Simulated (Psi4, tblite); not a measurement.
Approach curve of the dimer CO2 ··· C4H4S (SMILES O=C=O and c1ccsc1), singlet. Monomers: optimised at B3LYP-D3(BJ) (def2-TZVP), held rigid. Orientation: lowest of the rigid-body minima from ten starts at GFN2-xTB. The monomers approach along the line of their centres of mass (distance R); nothing else relaxes. The table gives interaction energies.

```csv
R / Å,A,B
2.70,39.47,7.96
2.83,19.54,-1.76
3.07,0.47,-8.93
3.27,-5.70,-10.06
3.44,-7.55,-9.71
3.66,-7.74,-8.61
3.99,-6.37,-6.66
4.25,-5.07,-5.25
4.75,-3.08,-3.13
5.48,-1.48,-1.37
6.51,-0.59,-0.40
7.77,-0.23,-0.05
```

Energies in kJ/mol.

Problem. Which curve belongs to which method? The methods are GFN2-xTB (tblite); SAPT0/jun-cc-pVDZ, frozen core (Psi4).

Solution. A is SAPT0/jun-cc-pVDZ; B is GFN2-xTB.
